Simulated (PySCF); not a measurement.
CH₄ClNOSi₂, SMILES Cl[Si@H]1N=CO[SiH2]1. The structure is a stationary point at PBE-D3(BJ)/def2-SVP. The structure was generated by enumeration; whether it is a known compound was not checked.

Computed with PBE-D3(BJ)/def2-SVP (PySCF).

Harmonic wavenumbers (cm⁻¹): 88, 123, 212, 334, 382, 397, 466, 549, 628, 667, 680, 689, 713, 778, 829, 900, 959, 1132, 1326, 1620, 2177, 2196, 2200, 3038. Rotational constants (GHz): 3.362, 1.336, 1.101; symmetry number 1.

**Question.** Work out the zero-point energy and the ideal-gas rigid-rotor harmonic-oscillator thermochemistry at 298.15 K and 1 atm.

**Answer.** ZPE = ½ Σ hcν = ½ × 23082 cm⁻¹ = 33.00 kcal/mol. H − E(el) = 38.10 kcal/mol. Entropy in cal/(mol K): translation 40.67, rotation 28.57, vibration 15.78, total 85.02. G − E(el) = 12.75 kcal/mol. Cp = 27.78 cal/(mol K). Modes under 150 cm⁻¹ make the vibrational entropy uncertain.
